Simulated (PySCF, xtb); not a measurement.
K(I) anion (IK), SMILES [I][K] (connectivity only; charge and spin as stated), charge -1, multiplicity 2.

Harmonic wavenumbers (cm⁻¹) from GFN2-xTB (xtb) at its own minimum, in rising order: 51.

Problem. What does B3LYP-D3(BJ)/def2-TZVPD run with PySCF give at its own minimum? (The exact figures need the calculation; the answer reports its results.)

Solution. 123. Paired by order, the mean absolute difference is 72 cm⁻¹ and the zero-point energies are 0.1 and 0.2 kcal/mol.
